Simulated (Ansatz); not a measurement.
Coupled-cluster diagnostics for (HCd-mu-Br)2 (Cd2H2Br2), Ansatz.

Geometry of the singlet (r2SCAN-D4/def2-SVP):

```xyz
6

Cd    1.006   -1.598    0.104
H     1.896   -3.009    0.174
Br   -1.590   -0.998    0.053
Cd   -1.006    1.598   -0.105
H    -1.894    3.007   -0.218
Br    1.589    1.000   -0.008
```

In the def2 sets Cd takes a core potential; there is no spin–orbit coupling. Correlated methods freeze 18 core orbitals; core or outer-core shells of Cd, Br are correlated, in sets that lack core-valence functions.

Question: Estimate the CCSD(T) correlation energy, the shares of MP2 and (T), T1 and the reference's ⟨S²⟩ for: charge 0, singlet, own geometry in def2-SVP; and the rough time on 4 threads of Arm Neoverse V1 on a shared host.

Answer: 
```csv
state,basis,correlation (eV),MP2 share (%),(T) share (%),T1,⟨S²⟩ (pure),wall time
"charge 0, singlet, own geometry",def2-SVP,-33.415,99.4,2.2,0.011,0.00 (0.00),61 s
```
Customary marks for T1 are 0.02 (closed shells), 0.045 (open shells) and about 0.05 (3d metals). T1 stays under 0.02 throughout.
